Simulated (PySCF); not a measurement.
## Magnesium: a sound run and one with changed settings

Sound run: Mg⁺ [Ne] 3s1, Mg²⁺ [Ne]. Calculation: PySCF 2.14, in def2-SVP; the non-relativistic Hamiltonian (point nucleus). The sound run starts from symmetry-adapted Hartree-Fock orbitals and uses a fine grid where one is needed.

Changed run: radial step 0.3 in ln r (0.13 in the sound run). This setting is unsound on purpose.

| species | method | sound run (hartree) | changed run (hartree) | converged |
| --- | --- | --- | --- | --- |
| Mg⁺ | UHF | -199.29272 | -199.29272 | yes |
| Mg⁺ | PBE0 | -199.61188 | -199.61207 | yes |
| Mg⁺ | r2SCAN | -199.69113 | -199.69244 | yes |
| Mg²⁺ | UHF | -198.75593 | -198.75593 | yes |
| Mg²⁺ | PBE0 | -199.05640 | -199.05660 | yes |
| Mg²⁺ | r2SCAN | -199.14384 | -199.14494 | yes |

Ionisation energy of Mg⁺:

```json
{"method": "UHF", "sound run (eV)": "14.607", "changed run (eV)": "14.607"}
{"method": "PBE0", "sound run (eV)": "15.115", "changed run (eV)": "15.115"}
{"method": "r2SCAN", "sound run (eV)": "14.893", "changed run (eV)": "14.898"}
```

A coarse radial grid mis-integrates the density and the exchange-correlation energy, with errors of either sign; Hartree-Fock needs no grid.

For comparison, NIST gives 15.035 eV between the lowest levels.
